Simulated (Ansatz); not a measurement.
Isomers of CH4OSi. All species are isolated molecules in the gas phase. One relaxed conformer stands for each flexible species; it need not be the lowest. Strings in code marks are SMILES.

Quantity: electronic energy of isomers of CH4OSi relative to `C[SiH]=O`, in kcal/mol. The restricted reference of `OC=[SiH2]` is unstable towards unrestricted orbitals.

A: `O=C[SiH3]`
B: `C=[SiH]O` (C–Si–O–H torsion 0°)
C: `OC=[SiH2]` (H–O–C–Si torsion 164°)
D: `C1O[SiH2]1`

Question: Put the candidates in order of electronic energy of isomers of CH4OSi relative to `C[SiH]=O`, lowest first, for frozen-core CCSD(T)/cc-pVQZ // B3LYP-D3(BJ)/def2-TZVP (Ansatz, a program for electronic structure).

Answer: B (11.7 kcal/mol), D (25.6 kcal/mol), A (32.3 kcal/mol), C (56.8 kcal/mol)
